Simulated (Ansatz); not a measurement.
(LiH)n off (charge +1): r2SCAN-D4/def2-TZVP single points in Ansatz on relaxed structures, gas phase. Each cluster is the lowest isomer that a short search found in that spin, judged at the geometry's level, and lower ones may exist. HOMO and LUMO are taken over both spins. The spins of the ions were chosen, not always searched. A dash marks a value that wasn't run or was left out as unsound. The structures are stationary points that may keep the symmetry of their start. Remarks come from the PBE and PBE0 runs and from stability tests at other levels; not every state was tested. HOMO above LUMO (over both spins in singlets and doublets, within one spin in higher multiplets; at PBE or PBE0), or a gap under 0.15 eV within one spin, warns that the state may not be the lowest or that an electron is smeared out.

Task: Estimate the order by HOMO (eV), lowest first.
A. Li2H⁺ (singlet)
B. Li2H2⁺ (doublet; reduced ion singlet)
C. Li7H7⁺ (doublet; reduced ion singlet)
D. Li5H5⁺ (doublet; reduced ion singlet)
E. Li6H5⁺ (singlet)
F. Li3H3⁺ (doublet; reduced ion singlet)
G. Li6H6⁺ (doublet; reduced ion singlet)
H. Li9H8⁺ (singlet)

Result: A (-11.20), E (-9.24), B (-9.12), H (-8.52), G (-8.33), F (-7.13), D (-6.43), C (-5.88).

In full:

```tsv
species	atoms	state	geometry	HOMO (eV)	LUMO (eV)	gap (eV)	vertical EA (eV)	point group (within 0.1 Å)	remarks
Li2H⁺	3	singlet	PBE0-D4/def2-TZVP	-11.20	-3.33	7.86	3.79	D∞h	gap within one spin near zero at PBE or PBE0 (neutral doublet)
Li2H2⁺	4	doublet; reduced ion singlet	PBE-D4/def2-TZVP	-9.12	-6.73	2.39	4.45	D2h	–
Li3H3⁺	6	doublet; reduced ion singlet	PBE0-D4/def2-TZVP	-7.13	-4.26	2.87	3.72	Cs	–
Li5H4⁺	9	singlet	PBE0-D4/def2-TZVP	-9.16	-4.25	4.92	3.02	C4v	–
Li5H5⁺	10	doublet; reduced ion singlet	PBE0-D4/def2-TZVP	-6.43	-4.71	1.71	–	–	restricted singlet, untested (neutral singlet)
Li6H5⁺	11	singlet	r2SCAN-D4/def2-TZVP	-9.24	-4.49	4.75	3.44	Cs	–
Li6H6⁺	12	doublet; reduced ion singlet	r2SCAN-D4/def2-TZVP	-8.33	-7.75	0.58	5.67	C2h	–
Li7H7⁺	14	doublet; reduced ion singlet	PBE-D4/def2-TZVP	-5.88	-4.55	1.33	–	–	restricted singlet, untested (neutral singlet)
Li9H8⁺	17	singlet	PBE-D4/def2-SVP	-8.52	-4.25	4.27	3.20	–	–
```

The gap (eV) runs from 0.58 (Li6H6⁺) to 7.86 (Li2H⁺). It doesn't follow size steadily. The vertical EA (eV) runs from 3.02 (Li5H4⁺) to 5.67 (Li6H6⁺). It doesn't follow size steadily.
